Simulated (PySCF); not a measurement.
## Cr³⁺ (chromium, charge +3) across methods

[Ar] 3d3, high-spin 4F determinant. All numbers are calculated (PySCF 2.14, scalar relativity by spin-free X2C-1e, in x2c-TZVPPall (6s5p4d2f1g, 64 functions)). The B2PLYP total includes its PT2 part (frozen core); its orbital energies are those of the SCF part.

```json
{"method": "PBE0", "E (hartree)": "-1048.537", "mean ε 3p α (eV)": "-89.020", "mean ε 3p β (eV)": "-84.581", "mean ε 3d α (eV)": "-43.272", "Σ⟨r²⟩ (bohr²)": "13.17", "⟨S²⟩": "3.751"}
{"method": "M06", "E (hartree)": "-1048.701", "mean ε 3p α (eV)": "-88.767", "mean ε 3p β (eV)": "-84.876", "mean ε 3d α (eV)": "-42.809", "Σ⟨r²⟩ (bohr²)": "13.18", "⟨S²⟩": "3.750"}
{"method": "CAM-B3LYP", "E (hartree)": "-1048.794", "mean ε 3p α (eV)": "-90.217", "mean ε 3p β (eV)": "-86.018", "mean ε 3d α (eV)": "-44.797", "Σ⟨r²⟩ (bohr²)": "13.20", "⟨S²⟩": "3.751"}
{"method": "r2SCAN", "E (hartree)": "-1048.717", "mean ε 3p α (eV)": "-86.392", "mean ε 3p β (eV)": "-82.387", "mean ε 3d α (eV)": "-41.292", "Σ⟨r²⟩ (bohr²)": "13.14", "⟨S²⟩": "3.751"}
{"method": "LDA", "E (hartree)": "-1046.367", "mean ε 3p α (eV)": "-84.915", "mean ε 3p β (eV)": "-81.707", "mean ε 3d α (eV)": "-40.702", "Σ⟨r²⟩ (bohr²)": "13.24", "⟨S²⟩": "3.750"}
{"method": "PW91", "E (hartree)": "-1048.780", "mean ε 3p α (eV)": "-85.001", "mean ε 3p β (eV)": "-81.721", "mean ε 3d α (eV)": "-40.791", "Σ⟨r²⟩ (bohr²)": "13.22", "⟨S²⟩": "3.750"}
{"method": "B2PLYP", "E (hartree)": "-1048.501", "mean ε 3p α (eV)": "-93.154", "mean ε 3p β (eV)": "-87.346", "mean ε 3d α (eV)": "-45.902", "Σ⟨r²⟩ (bohr²)": "13.15", "⟨S²⟩": "3.751"}
{"method": "UHF", "E (hartree)": "-1047.78070", "mean ε 3p α (eV)": "-100.23", "mean ε 3p β (eV)": "-91.886", "mean ε 3d α (eV)": "-50.255", "Σ⟨r²⟩ (bohr²)": "13.09", "⟨S²⟩": "3.752"}
```

Question: Estimate the same row for PBE.

Answer: E (hartree) = -1048.488; mean ε 3p α (eV) = -84.916; mean ε 3p β (eV) = -81.619; mean ε 3d α (eV) = -40.679; Σ⟨r²⟩ (bohr²) = 13.23; ⟨S²⟩ = 3.750.
